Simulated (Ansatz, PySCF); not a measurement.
Gas-phase reaction in SMILES: CCCC → C[CH]CC + H atom (the C-H bond at the site shown breaks; other sites are not compared here)
Each molecule is optimised on its own at B3LYP-D3(BJ)/def2-TZVP (Ansatz, a quantum-chemistry and plane-wave program), one conformer each, not searched for the lowest. Frequencies are from Ansatz or PySCF.

Quantity: bond dissociation energy (enthalpy at 298 K, with B3LYP-D3(BJ) rigid-rotor harmonic-oscillator terms), in kcal/mol. Valence correlation only, unless marked. Open shells are spin-unrestricted. Spin-orbit coupling is left out. No relativistic terms. 

```tsv
level	program	bond dissociation energy (kcal/mol)
revPBE-D3(BJ)/def2-TZVPD	Ansatz + dftd3	92.2
r2SCAN/def2-TZVPD	Ansatz	91.9
r2SCAN-D4/def2-TZVPD	Ansatz + dftd4	92.0
B3LYP-D4/def2-TZVPD	Ansatz + dftd4	95.4
PBE0/STO-3G	Ansatz	124.4
HSE06/def2-TZVPD	Ansatz	93.3
CAM-B3LYP-D4/def2-TZVPD	Ansatz + dftd4	96.0
RI-MP2/cc-pVTZ	Ansatz	98.0
SCS-MP2/STO-3G	Ansatz	114.3
SCS-MP2/6-31G	Ansatz	88.4
CCSD/6-31G	Ansatz	87.4
CCSD/6-31G*	Ansatz	90.6
CCSD(T)/6-31G	Ansatz	87.8
CCSD(T)/cc-pVDZ	Ansatz	95.1
```
